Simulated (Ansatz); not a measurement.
`O[SiH2]S[SiH3]` + `OCS` → `OCS[SiH3]` + `O[SiH2]S`  (ligand exchange at the Si–S bond)

Program: Ansatz. Geometries: PBE0-D4/def2-TZVP. ΔE: electronic, gas phase. CCSD(T)/CBS is the MP2 limit (def2-TZVPP, def2-QZVPP) plus CCSD(T) − MP2 in def2-TZVPP, frozen cores. Functionals use def2-TZVPP. B3LYP here is the variant with VWN-RPA as its local correlation; programs differ in this. Each species was taken in one conformer, which may not be the lowest.

`O[SiH2]S[SiH3]`:

Z-matrix (Å, degrees):
```
Si
S 1 2.133
O 1 1.643 2 112.7
H 1 1.484 2 104.2 3 122.4
H 1 1.478 2 111.2 3 -117.0
Si 2 2.142 1 97.8 3 56.4
H 3 0.959 1 117.4 2 55.1
H 6 1.485 2 110.0 1 38.0
H 6 1.483 2 106.7 1 157.7
H 6 1.484 2 111.2 1 -83.2
```

`OCS`:

Cartesian coordinates in Å:
```
O -1.178 0.056 -0.394
C 0.093 -0.353 0.045
S 0.752 0.811 1.240
H -1.480 -0.569 -1.060
H 0.057 -1.308 0.584
H 0.797 -0.452 -0.788
H 0.959 1.815 0.372
```

`OCS[SiH3]`:

Z-matrix (Å, degrees):
```
C
S 1 1.838
O 1 1.389 2 114.6
H 1 1.096 2 108.3 3 126.8
H 1 1.090 2 105.2 3 -117.2
Si 2 2.126 1 98.7 3 -86.6
H 3 0.962 1 109.1 2 62.5
H 6 1.487 2 111.4 1 -64.8
H 6 1.482 2 107.2 1 174.2
H 6 1.491 2 110.7 1 54.8
```

`O[SiH2]S`:

```xyz
7

O     1.216    0.595   -0.652
Si    0.076   -0.496   -0.200
S    -1.584    0.380    0.814
H     0.918    1.364   -1.142
H    -0.561   -1.171   -1.359
H     0.799   -1.452    0.664
H    -0.863    0.779    1.876
```

(1) Is it downhill or uphill in electronic energy at CCSD(T)/CBS, and by how much? (Best estimate.)

(2) What do these levels give: PBE-D4, B2PLYP, PBE, r2SCAN, PBE0, B3LYP, MP2/def2-TZVPP, SCS-MP2/def2-TZVPP, MP2/def2-QZVPP, HF/CBS(def2), MP2/CBS(def2), CCSD/CBS(def2)? (An estimate is asked.)

Largest T1 diagnostic among the species: 0.012.

Results:

(1) The calculation gave: Nearly level: ΔE = +0.7 kJ/mol.

(2) The calculation gave: PBE-D4 -3.9, B2PLYP -1.3, PBE -5.1, r2SCAN -3.4, PBE0 -2.0, B3LYP -3.0, MP2/def2-TZVPP 1.4, SCS-MP2/def2-TZVPP 1.7, MP2/def2-QZVPP 1.8, HF/CBS(def2) 3.0, MP2/CBS(def2) 1.9, CCSD/CBS(def2) 1.7 kJ/mol.

From PBE to PBE0 (25 % exact exchange), in def2-TZVPP and without D4, ΔE moves by +3.0 kJ/mol.
